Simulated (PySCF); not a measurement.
Molfile (atoms numbered from 1):
```
C4H2F3O2
     RDKit          3D

 11 10  0  0  0  0  0  0  0  0999 V2000
    2.9858   -0.1413   -1.0006 O   0  0  0  0  0  0  0  0  0  0  0  0
    2.1940    0.2193   -0.1202 C   0  0  0  0  0  0  0  0  0  0  0  0
    2.3605    0.7942    0.9681 O   0  0  0  0  0  0  0  0  0  0  0  0
    0.7076   -0.1028   -0.4192 C   0  0  0  0  0  0  0  0  0  0  0  0
    0.4564   -0.6842   -1.6014 F   0  0  0  0  0  0  0  0  0  0  0  0
   -0.3131    0.1524    0.4110 C   0  0  0  0  0  0  0  0  0  0  0  0
   -1.7171   -0.1642    0.1052 C   0  0  0  0  0  0  0  0  0  0  0  0
   -2.5136    0.9482    0.1721 F   0  0  0  0  0  0  0  0  0  0  0  0
   -2.2533   -1.0414    1.0106 F   0  0  0  0  0  0  0  0  0  0  0  0
   -0.0491    0.6253    1.3585 H   0  0  0  0  0  0  0  0  0  0  0  0
   -1.8378   -0.6046   -0.8983 H   0  0  0  0  0  0  0  0  0  0  0  0
  1  2  2  0
  2  3  1  0
  2  4  1  0
  4  5  1  0
  4  6  2  0
  6  7  1  0
  7  8  1  0
  7  9  1  0
  6 10  1  0
  7 11  1  0
M  CHG  1   3  -1
M  END
```

Geometry: PBE0-D3(BJ)/def2-SVP; GIAO absolute shieldings from PySCF 2.14.0 with density-fitted response routines, gas phase, non-relativistic, averaged over equivalent atoms.

At PBE0/pcSseg-1 (163 basis functions, 17 s wall time on 1 thread of an Arm Neoverse V2, shared host):
```json
{"atoms": "O1/O3", "σ (ppm)": "6.7"}
{"atoms": "C4", "σ (ppm)": "7.7"}
{"atoms": "C2", "σ (ppm)": "24.6"}
{"atoms": "C7", "σ (ppm)": "65.6"}
{"atoms": "C6", "σ (ppm)": "82.9"}
{"atoms": "F5", "σ (ppm)": "282.3"}
{"atoms": "F8/F9", "σ (ppm)": "302.4"}
{"atoms": "H11", "σ (ppm)": "24.98"}
{"atoms": "H10", "σ (ppm)": "25.30"}
```

**Question.** Predict the values at PBE/pcSseg-2 on the same geometry.

**Answer.** 
| atoms | σ at PBE/pcSseg-2 | change |
| --- | --- | --- |
| O1/O3 | -4.1 | -10.8 |
| C4 | 0.5 | -7.2 |
| C2 | 17.8 | -6.8 |
| C7 | 51.5 | -14.1 |
| C6 | 76.1 | -6.8 |
| F5 | 257.0 | -25.3 |
| F8/F9 | 280.7 | -21.7 |
| H11 | 24.51 | -0.47 |
| H10 | 24.86 | -0.44 |

The largest change is at F5 (vinylic fluorine). Cost: 352 basis functions, 76 s wall time on 1 thread of an Arm Neoverse V2, shared host. The order of the carbon signals is the same at both levels.
